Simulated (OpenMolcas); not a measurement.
An atom or ion with 5 electrons was computed by SS-RASPT2, IPEA 0.25 Eh, imaginary shift 0.1 Eh with spin-orbit coupling (OpenMolcas, ANO-RCC-VQZP, DKH2). The lowest levels that the run gave, each within 12 % of the measured value where one is at hand:

```tsv
J	Parity	E (cm⁻¹)	g
1/2	odd	0.0	0.666
3/2	odd	14.5	1.334
1/2	even	28416	2.671
3/2	even	28421	1.735
5/2	even	28430	1.601
3/2	even	48691	0.800
5/2	even	48691	1.200
```

Q: Which ion is it, and what are the configurations and terms?

A: neutral boron (Z = 5, neutral; active space 3 electrons in 9 orbitals (RAS2 2s 2p; RAS3 3d, at most 2 electrons)). J, parity and g give the terms where levels are pure, and mixed ones are named by the computed weights; the size of the splittings, set against known spectra of the 5-electron sequence, gives the charge. In order, with the measured energies in cm⁻¹ (NIST Handbook of Basic Atomic Spectroscopic Data): 2s² 2p ²P°_1/2, 2s² 2p ²P°_3/2 (15.3), 2s 2p² ⁴P_1/2 (28870), 2s 2p² ⁴P_3/2 (28875), 2s 2p² ⁴P_5/2 (28881), 2s 2p² ²D_3/2 (47857), 2s 2p² ²D_5/2 (47857).

Active for correlation alone: 3d; no level in the range computed is led by a configuration that fills it, so any true level of that kind is missing. Computed and measured levels are paired by configuration, term and J; levels that our copy of the source lacks, or whose pairing is in doubt (as where it misses far off the trend of its configuration), stay unpaired and out of the deviations. Only configurations of the active space appear.

° marks odd parity.
